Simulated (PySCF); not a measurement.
**33S chemical shifts**

Theoretical values (PySCF 2.14): NMR shieldings at PBE0/pcSseg-1/GIAO, coordinates at the GFN2-xTB level. No solvent model, non-relativistic Hamiltonian, rapidly exchanging positions averaged, single conformer.

Shieldings were converted by a linear fit to measured shifts: 33S (scatter 33.3 ppm rms vs sulfate, solution or neat liquid). Occasional misses reach two or three times the rms, and more in compound classes unlike the fitted ones.

Question: Give the 33S shifts of `[SiH3]S[SiH2]OC1CC1`.

Answer: 
```tsv
compound	environment	δ (ppm)
[SiH3]S[SiH2]OC1CC1	sulfur bonded to 2 Si	-601
```

Question: Order these by 33S shift, lowest first.
A. C[Si@@H]1C[SiH2]OCS1
B. C=COC[SiH2]S[SiH3]
C. CCSc1cnco1
D. COC(=S)[C@H](C)C#N
E. C/C=C/S[SiH2]O[SiH3]
F. C=N[SiH2]S[SiH3]

Answer: B (-633 ppm, sulfur bonded to 2 Si), F (-587 ppm, sulfur bonded to 2 Si), A (-396 ppm, sulfur bonded to C, Si, in a 6-membered ring), E (-346 ppm, sulfur bonded to C, Si), C (-294 ppm, sulfide sulfur), D (144 ppm, thione sulfur).
